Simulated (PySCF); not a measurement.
**Correlation energy of P (phosphorus, neutral)**

[Ne] 3s2 3p3, high-spin 4S determinant. All numbers are calculated (PySCF 2.14, the spin-free X2C one-electron Hamiltonian (Gaussian nucleus), in aug-cc-pVDZ-DK). Frozen: [Ne]; 5 electrons correlated.

| level | correlation energy (mhartree) |
| --- | --- |
| CCSD | -85.09 |
| (T) | -1.55 |
| CCSD(T) | -86.64 |
| CCSDT | -87.02 |

Diagnostics: T1 = 0.0024, D1 = 0.0048, largest double amplitude 0.043.

Cost of the coupled-cluster step: about 0.5 core-seconds, for 5 correlated electrons.
